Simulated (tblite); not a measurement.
C6H3ClN2S.
SMILES: `c1(cccc2snnc12)Cl`

Level: GFN2-xTB in tblite, geometry and Hessian alike; calculated harmonic values, unscaled, isolated species. Against measured fundamentals such values can be off by several per cent, at times by over 20.

Harmonic wavenumbers (cm⁻¹): 120.8, 173.6, 183.5, 234.8, 367.4, 383.0, 465.4, 508.1, 513.0, 554.0, 579.7, 639.9, 700.3, 757.9, 796.0, 818.2, 881.4, 893.9, 916.1, 1067.3, 1105.8, 1175.6, 1187.1, 1260.2, 1327.8, 1356.2, 1434.2, 1459.7, 1533.2, 1574.7, 3097.5, 3110.5, 3115.5.

A = 1763, B = 884.2, C = 588.8 MHz; mass 169.971 u (most abundant isotopes); point group Cs, symmetry number 1.

Zero-point energy?

Half the sum of the wavenumbers: 17146 cm⁻¹ = 49.02 kcal/mol.

Give the ideal-gas entropy at 298.15 K and 1 bar in the rigid-rotor, harmonic-oscillator model (classical rotation).

Translation 41.33, rotation 30.24, vibration 16.88: S = 88.4 cal/(mol K).

And Cp and H(298.15 K) − H(0)?

Cp = 31.48 cal/(mol K), of which vibrations give 23.53 (their classical limit is 33 R = 65.6); H(298.15 K) − H(0) = 5.45 kcal/mol without the zero-point energy, 3.08 from vibrations.

Which modes carry the vibrational entropy at 298.15 K?

120.8 cm⁻¹: 3.09; 173.6 cm⁻¹: 2.40; 183.5 cm⁻¹: 2.29; 234.8 cm⁻¹: 1.84; 367.4 cm⁻¹: 1.09; 383.0 cm⁻¹: 1.03 cal/(mol K); the other 27 give 5.15 together.

What must be added to the electronic energy to get the Gibbs energy at 298.15 K and 1 bar?

ZPE + [H(298.15 K) − H(0)] − T·S = 49.02 + 5.45 − 26.37 = 28.10 kcal/mol.

How do the functions run with temperature in this model?

```json
{"T (K)": "150", "S (cal/(mol K))": "72.0", "Cp (cal/(mol K))": "17.9", "H − H(0) (kcal/mol)": "1.78", "G − H(0) (kcal/mol)": "-9.02", "ln q(vib)": "0.98"}
{"T (K)": "250", "S (cal/(mol K))": "83.3", "Cp (cal/(mol K))": "27.2", "H − H(0) (kcal/mol)": "4.03", "G − H(0) (kcal/mol)": "-16.79", "ln q(vib)": "2.48"}
{"T (K)": "400", "S (cal/(mol K))": "98.9", "Cp (cal/(mol K))": "39.4", "H − H(0) (kcal/mol)": "9.07", "G − H(0) (kcal/mol)": "-30.47", "ln q(vib)": "5.14"}
{"T (K)": "600", "S (cal/(mol K))": "117.1", "Cp (cal/(mol K))": "50.4", "H − H(0) (kcal/mol)": "18.15", "G − H(0) (kcal/mol)": "-52.11", "ln q(vib)": "8.90"}
{"T (K)": "900", "S (cal/(mol K))": "139.4", "Cp (cal/(mol K))": "59.3", "H − H(0) (kcal/mol)": "34.75", "G − H(0) (kcal/mol)": "-90.72", "ln q(vib)": "14.29"}
```

q(vib) and H(0) count from the zero-point level.

Hindered rotation and anharmonicity are outside this model.
